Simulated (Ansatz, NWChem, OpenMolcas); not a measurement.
# A ladder of methods for BrCl (bromine chloride)

BrCl: 2 atoms, total charge 0, spin state singlet. SMILES: `ClBr`. Geometry: the measured bond length.

| atom | x (Å) | y (Å) | z (Å) |
| --- | --- | --- | --- |
| Cl | 0.0000 | 0.0000 | 0.0000 |
| Br | 0.0000 | 0.0000 | 2.1361 |

Quantity: the vertical energy of the triplet above the singlet, in eV. The values are calculated.

```json
{"level": "HF/def2-TZVPPD", "kind": "Hartree–Fock", "program": "Ansatz", "value (eV)": "2.56", "CPU time (all runs)": "8.7 s"}
{"level": "B3LYP/def2-TZVPPD", "kind": "global hybrid", "program": "Ansatz", "value (eV)": "2.49", "CPU time (all runs)": "22 s"}
{"level": "M06-2X/def2-TZVPPD", "kind": "hybrid meta-GGA", "program": "OpenMolcas", "value (eV)": "2.75", "CPU time (all runs)": "63 s"}
{"level": "HSE06/def2-TZVPPD", "kind": "range-separated hybrid", "program": "Ansatz", "value (eV)": "2.49", "CPU time (all runs)": "23 s"}
{"level": "wB97X/def2-TZVPPD", "kind": "range-separated hybrid", "program": "NWChem", "value (eV)": "2.67", "CPU time (all runs)": "2.9 min"}
{"level": "B2PLYP/def2-TZVPPD", "kind": "double hybrid", "program": "Ansatz", "value (eV)": "2.60", "CPU time (all runs)": "23 s"}
{"level": "PBE-QIDH/def2-TZVPPD", "kind": "double hybrid", "program": "Ansatz", "value (eV)": "2.67", "CPU time (all runs)": "27 s"}
{"level": "RPA@PBE0/def2-TZVPPD", "kind": "RPA", "program": "Ansatz", "value (eV)": "2.64", "CPU time (all runs)": "25 s"}
{"level": "FCI/STO-3G", "kind": "exact in the basis", "program": "Ansatz", "value (eV)": "3.70", "CPU time (all runs)": "0.85 s"}
```

All-electron rows without a relativistic Hamiltonian named are non-relativistic. Spin-orbit coupling, which can split open shells on such heavy atoms by tenths of an eV, is left out. The values span 2.49 to 3.70 eV. Sets with diffuse functions come out lower, a sign that the upper state is spread out (Rydberg-like). High-level rows in very small sets aren't better than simpler rows in larger ones. Times are those of the runs behind each value, whatever else they computed, on shared processors of several kinds: orders of magnitude only.
